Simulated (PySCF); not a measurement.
C6H5F.
Numbering: `[CH:1]#[C:2][C@H:3]1[C@H:4]2[C@H:5]([F:6])[C@@H:7]12` (hydrogens: H8 on C1; H9 on C3; H10 on C4; H11 on C5; H12 on C7)

Method: PBE0-D3(BJ)/def2-SVP geometry optimisation, gas phase in PySCF 2.14.0; density fitting, grid level 1; the optimiser is geomeTRIC in internal coordinates, started from a GFN2-xTB structure with every atom displaced at random (about 0.01 Å).

Step 0: E = -8999.2882 eV
```
atom  x, y, z in Å  |  force x, y, z in eV/Å
C1      1.9765    0.8314    1.5111   -1.523  -0.009  -1.734
C2      1.1743    0.7905    0.5945    0.846   0.128   0.853
C3      0.2429    0.7440   -0.5140    0.746  -0.062   0.653
C4     -0.1625   -0.5627   -1.0841   -1.043   0.056   1.557
C5     -0.8206   -1.0858    0.1626    0.030   0.092   0.001
F6     -1.7797   -2.0362    0.0377    0.101   0.256  -0.339
C7     -1.1469    0.2848   -0.3187    0.371  -0.934   0.043
H8      2.6524    0.9179    2.2977    0.979   0.047   1.132
H9      0.4136    1.5597   -1.1971   -0.142   0.442  -0.641
H10    -0.1634   -0.9683   -2.0599    0.067  -0.351  -1.225
H11    -0.2579   -1.2533    1.0912    0.123   0.078  -0.033
H12    -2.0889    0.7496   -0.5300   -0.556   0.257  -0.267
```

Question: Estimate the geometry and energy of step 1. (The exact step hangs on the optimiser's Hessian estimate; all steps are aligned on step 0, rigid shifts and turns removed.)

Answer: E = -8999.3981 eV, largest force 0.761 eV/Å
```
atom  x, y, z in Å  |  force x, y, z in eV/Å
C1      2.0127    0.9586    1.5245    0.525  -0.169   0.524
C2      1.2406    0.7630    0.6169   -0.375   0.227  -0.322
C3      0.2877    0.6976   -0.4750    0.039  -0.004  -0.055
C4     -0.1986   -0.5869   -1.0653   -0.140  -0.074  -0.047
C5     -0.8618   -1.1298    0.1511    0.001   0.071  -0.163
F6     -1.8609   -2.0111   -0.0820   -0.008  -0.053   0.043
C7     -1.1327    0.2631   -0.2807    0.071   0.024   0.028
H8      2.7226    1.0530    2.3328   -0.156   0.042  -0.164
H9      0.4209    1.5132   -1.1995   -0.045  -0.061   0.011
H10    -0.2132   -0.9529   -2.0953    0.045   0.073   0.140
H11    -0.3069   -1.3673    1.0682    0.000  -0.034   0.037
H12    -2.0709    0.7712   -0.5044    0.044  -0.041  -0.031
```

The energy changes by -0.1099 eV. The first-order estimate −F·Δx gives -0.2838 eV and the mean of the old and new forces, exact on a quadratic surface, -0.1188 eV. The step makes an angle of 78° with the force vector and moves no atom by more than 0.156 Å.

The cost below is that of the whole optimisation. Time: 58 s of wall time; peak memory 0.52 GiB. Hardware: one thread, Arm Neoverse N1 (aarch64), no GPU (shared host).
